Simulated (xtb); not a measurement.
C2H9AlOSi, triplet, from a rough starting geometry (GFN-xTB shapes and energies of metal compounds can be far from the true ones) (a higher spin typed on purpose: for a closed-shell molecule this is an excited state); xtb with GFN2-xTB.

Here is a job for xtb.
```
$ xtb mol.xyz --gfn 2 --uhf 2 --opt vtight --json

# file mol.xyz
14

Al     0.09317627     0.50977076     0.29511101
C      1.65075582     1.64793937    -0.29467225
H      2.57844680     1.20440620    -0.04179138
H      1.56820591     2.62784801     0.24333539
H      1.55059081     1.85714930    -1.36571518
C     -1.12518242     0.74293528     1.81574588
H     -1.82613818    -0.07867853     1.94744175
H     -1.77457448     1.65813588     1.65615200
H     -0.63449296     0.99848929     2.81397466
O     -0.16503922    -0.92411767    -0.60880222
Si    -0.46257051    -2.29645821    -1.41780522
H     -1.71345884    -2.84056790    -0.94410280
H      0.70174437    -3.15838538    -1.20003614
H     -0.56970236    -1.92806008    -2.84298250
```

What the program printed (banner, timings and long lists left out):

```
   ID    Z sym.   atoms
    1   13 Al     1
    2    6 C      2, 6
    3    1 H      3-5, 7-9, 12-14
    4    8 O      10
    5   14 Si     11

           -------------------------------------------------
          |                Calculation Setup                |
           -------------------------------------------------

           -------------------------------------------------
          |                 G F N 2 - x T B                 |
           -------------------------------------------------

          ...................................................
          :                      SETUP                      :
          :.................................................:
          :  # basis functions                  41          :
          :  # atomic orbitals                  39          :
          :  # shells                           21          :
          :  # electrons                        30          :
          :  max. iterations                   250          :
          :  Hamiltonian                  GFN2-xTB          :
          :  restarted?                      false          :
          :  GBSA solvation                  false          :
          :  PC potential                    false          :
          :  electronic temp.          300.0000000     K    :
          :  accuracy                    1.0000000          :
          :  -> integral cutoff          0.2500000E+02      :
          :  -> integral neglect         0.1000000E-07      :
          :  -> SCF convergence          0.1000000E-05 Eh   :
          :  -> wf. convergence          0.1000000E-03 e    :
          :  Broyden damping             0.4000000          :
          :  net charge                          0          :
          :  unpaired electrons                  2          :
          ...................................................

 iter      E             dE          RMSdq      gap      omega  full diag
   1    -15.7100232 -0.157100E+02  0.795E+00    0.66       0.0  T
   2    -15.7461527 -0.361296E-01  0.493E+00    0.91       1.0  T
   3    -15.6376539  0.108499E+00  0.531E+00    1.86       1.0  T
   4    -15.7813554 -0.143701E+00  0.281E+00    1.08       1.0  T
   5    -15.8228209 -0.414655E-01  0.208E+00    1.77       1.0  T
   6    -15.8266644 -0.384351E-02  0.142E+00    1.85       1.0  T
   7    -15.8259653  0.699044E-03  0.121E+00    1.83       1.0  T
   8    -15.8282969 -0.233156E-02  0.437E-01    1.77       1.0  T
   9    -15.8288919 -0.595029E-03  0.365E-01    1.72       1.0  T
  10    -15.8301516 -0.125966E-02  0.148E-01    1.76       1.0  T
  11    -15.8303492 -0.197666E-03  0.108E-01    1.74       1.0  T
  12    -15.8303861 -0.368782E-04  0.278E-02    1.75       1.0  T
  13    -15.8303847  0.141784E-05  0.259E-02    1.75       1.0  T
  14    -15.8303887 -0.400253E-05  0.893E-03    1.75       3.0  T
  15    -15.8303887 -0.482854E-07  0.566E-03    1.75       4.7  T
  16    -15.8303888 -0.521337E-07  0.455E-03    1.75       5.9  T
  17    -15.8303888 -0.472410E-07  0.444E-03    1.75       6.0  T
  18    -15.8303890 -0.108093E-06  0.230E-03    1.75      11.6  T
  19    -15.8303890 -0.494848E-07  0.200E-04    1.75     133.4  T
  20    -15.8303890  0.236948E-10  0.172E-04    1.75     155.4  T

   *** convergence criteria satisfied after 20 iterations ***

 transition dipole moment (au) for excitation:          15          16
     X       Y       Z
  -0.8662  -0.2690   0.6482  total (au/Debye):    1.115   2.834
 dE (eV)             :    4.554
 oscillator strength :  0.19610E+00

         :::::::::::::::::::::::::::::::::::::::::::::::::::::
         ::                     SUMMARY                     ::
         :::::::::::::::::::::::::::::::::::::::::::::::::::::
         :: total energy             -15.666156999211 Eh    ::
         :: gradient norm              0.102030444846 Eh/a0 ::
         :: HOMO-LUMO gap              1.750112626523 eV    ::
[...]
 * total energy  :   -15.6939470 Eh     change       -0.1005460E-04 Eh
 * total energy  :   -15.6939561 Eh     change       -0.9096829E-05 Eh
 * total energy  :   -15.6939714 Eh     change       -0.1526334E-04 Eh
 * total energy  :   -15.6939876 Eh     change       -0.1618372E-04 Eh
 * total energy  :   -15.6939973 Eh     change       -0.9746602E-05 Eh
 * total energy  :   -15.6939993 Eh     change       -0.2019931E-05 Eh
 * total energy  :   -15.6940025 Eh     change       -0.3204686E-05 Eh
 * total energy  :   -15.6940036 Eh     change       -0.1064278E-05 Eh
 * total energy  :   -15.6940041 Eh     change       -0.5504395E-06 Eh
 * total energy  :   -15.6940043 Eh     change       -0.1814063E-06 Eh
 * total energy  :   -15.6940044 Eh     change       -0.1077197E-06 Eh
 * total energy  :   -15.6940045 Eh     change       -0.6824514E-07 Eh
   *** GEOMETRY OPTIMIZATION CONVERGED AFTER 59 ITERATIONS ***
         :: total energy             -15.694004500141 Eh    ::
[...]
        23                         -0.0194281              -0.5287
        24                         -0.0147451              -0.4012
        25                          0.0366042               0.9961
        26                          0.0590605               1.6071
        27                          0.1242293               3.3805
       ...                                ...                  ...
        39                          1.0261920              27.9241
      -------------------------------------------------------------
                  HL-Gap            0.0868005 Eh            2.3620 eV
             Fermi-level           -0.2967538 Eh           -8.0751 eV

     #   Z          covCN         q      C6AA      α(0)
     1  13 Al       2.241     0.259   123.238    24.526
     2   6 C        3.502    -0.163    25.503     7.489
     3   1 H        0.925     0.061     2.186     2.312
     4   1 H        0.925     0.053     2.284     2.363
     5   1 H        0.925     0.061     2.186     2.312
     6   6 C        3.500    -0.163    25.519     7.495
     7   1 H        0.925     0.061     2.184     2.311
     8   1 H        0.925     0.061     2.183     2.311
     9   1 H        0.925     0.053     2.285     2.364
    10   8 O        1.504    -0.458    22.142     6.346
    11  14 Si       3.579     0.510    98.190    19.052
    12   1 H        0.918    -0.109     5.910     3.802
    13   1 H        0.918    -0.113     6.035     3.842
    14   1 H        0.918    -0.113     6.027     3.840

 Mol. C6AA /au·bohr⁶  :       2637.576006
 Mol. C8AA /au·bohr⁸  :     102187.342807
 Mol. α(0) /au        :         90.365952

Wiberg/Mayer (AO) data.
largest (>0.10) Wiberg bond orders for each atom

 ---------------------------------------------------------------------------
     #   Z sym  total        # sym  WBO       # sym  WBO       # sym  WBO
 ---------------------------------------------------------------------------
     1  13 Al   2.748 --    10 O    1.112     2 C    0.664     6 C    0.661
     2   6 C    3.717 --     3 H    0.954     5 H    0.953     4 H    0.952
                             1 Al   0.664     6 C    0.137
     3   1 H    0.996 --     2 C    0.954
     4   1 H    0.997 --     2 C    0.952
     5   1 H    0.996 --     2 C    0.953
     6   6 C    3.719 --     8 H    0.954     7 H    0.954     9 H    0.952
                             1 Al   0.661     2 C    0.137
     7   1 H    0.996 --     6 C    0.954
     8   1 H    0.996 --     6 C    0.954
     9   1 H    0.997 --     6 C    0.952
    10   8 O    2.382 --    11 Si   1.127     1 Al   1.112
    11  14 Si   3.881 --    10 O    1.127    13 H    0.888    14 H    0.888
                            12 H    0.881
    12   1 H    0.983 --    11 Si   0.881
    13   1 H    0.987 --    11 Si   0.888
    14   1 H    0.987 --    11 Si   0.888
 ---------------------------------------------------------------------------

Topologies differ in total number of bonds
Writing topology from bond orders to xtbtopo.mol

molecular dipole:
                 x           y           z       tot (Debye)
 q only:        0.100       0.543       0.351
   full:        0.112       0.597       0.384       1.826
molecular quadrupole (traceless):
                xx          xy          yy          xz          yz          zz
 q only:       -0.258       0.919       0.395      -0.940       1.014      -0.136
  q+dip:        1.284       1.122      -1.337      -2.551      -0.469       0.053
   full:        0.189       0.905      -0.118      -1.320       0.521      -0.072

optimized geometry written to: xtbopt.xyz

           -------------------------------------------------
          | TOTAL ENERGY              -15.694004500141 Eh   |
          | GRADIENT NORM               0.000122987006 Eh/α |
          | HOMO-LUMO GAP               2.361962207082 eV   |
           -------------------------------------------------

normal termination of xtb
```
